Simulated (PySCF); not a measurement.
Two species compared at the same levels of theory.

First species: C4H7NOSi.
Structure used (GFN2-xTB), in Å, numbered top down from 1:
```
atom  x, y, z in Å
N1    -2.7416    0.1723   -0.2588
C2    -1.4127   -0.0433    0.0794
C3    -0.9146   -0.8300    1.0834
O4     0.4338   -0.8593    1.0382
C5     0.8281   -0.0844    0.0022
Si6    2.6644    0.0756   -0.3115
C7    -0.2750    0.4395   -0.6173
H8    -2.9005    1.0477   -0.7351
H9    -3.3885    0.0241    0.5016
H10   -1.3982   -1.4003    1.8509
H11    2.8291    0.9628   -1.4635
H12    3.3156    0.6482    0.8697
H13    3.2353   -1.2432   -0.5925
H14   -0.2758    1.0898   -1.4688
```

Second species: C4H7NOSi.
InChI=1S/C4H7NOSi/c1-7-4(2-5)3-6-7/h4,7H,3H2,1H3/t4-,7+/m1/s1

Levels: CAM-B3LYP/def2-SVPD for dipole moment, HOMO energy, LUMO energy, HOMO–LUMO gap, static isotropic polarisability and electronic spatial extent ⟨r²⟩ about the centre of nuclear charge; TDDFT CAM-B3LYP/def2-SVPD for lowest singlet excitation; TDA CAM-B3LYP/def2-SVPD for lowest triplet excitation (Tamm–Dancoff); GFN2-xTB for rotational constant A and rotational constant C. Geometries: GFN2-xTB. Each species is one conformer at its optimised geometry, gas phase, non-relativistic unless stated; the electronic structure was computed with PySCF and density fitting.

The conformers computed, where there is a choice (atom-mapped SMILES and torsion angles):
- `[NH2:1][c:2]1[cH:3][o:4][c:5]([SiH3:6])[cH:7]1`: H–N1–C2–C3 155°, H–N1–C2–C3 25°

Values for the first species:

```
Dipole moment                                                     : 2.07 D
HOMO energy                                                       : -7.15 eV
LUMO energy                                                       : 0.93 eV
HOMO–LUMO gap                                                     : 8.08 eV
Lowest singlet excitation                                         : 5.24 eV
Lowest triplet excitation (Tamm–Dancoff)                          : 3.56 eV
Static isotropic polarisability                                   : 84.9 au
Electronic spatial extent ⟨r²⟩ about the centre of nuclear charge : 1075 bohr²
Rotational constant A                                             : 6.721 GHz
Rotational constant C                                             : 1.073 GHz
```

Estimate the same properties for the second species, and the change in each.

```tsv
property	first	second	second less first
dipole moment	2.07 D	4.40 D	+2.33 D
HOMO energy	-7.15 eV	-9.63 eV	-2.48 eV
LUMO energy	0.93 eV	0.57 eV	-0.36 eV
HOMO–LUMO gap	8.08 eV	10.20 eV	+2.12 eV
lowest singlet excitation	5.24 eV	6.77 eV	+1.53 eV
lowest triplet excitation (Tamm–Dancoff)	3.56 eV	6.18 eV	+2.62 eV
static isotropic polarisability	84.9 au	75.4 au	-9.5 au
electronic spatial extent ⟨r²⟩ about the centre of nuclear charge	1075 bohr²	964 bohr²	-111 bohr²
rotational constant A	6.721 GHz	3.967 GHz	-2.754 GHz
rotational constant C	1.073 GHz	1.272 GHz	+0.199 GHz
```

On the first: The polarisability is 12.58 Å³ as a volume (1 au = 0.148185 Å³), or 1.41 au for each of the 60 electrons. S1 lies 2.84 eV below the HOMO–LUMO gap; its leading configuration is HOMO→LUMO, weight 0.96.

On the second: The vertical singlet–triplet gap S1 − T1 is 0.59 eV (TDDFT singlet less Tamm–Dancoff triplet; S1: HOMO−1→LUMO, weight 0.54, beside HOMO→LUMO, weight 0.40; T1: HOMO→LUMO, weight 0.37). S1 lies 3.43 eV below the HOMO–LUMO gap; its leading configuration is HOMO−1→LUMO, weight 0.54, beside HOMO→LUMO, weight 0.40.
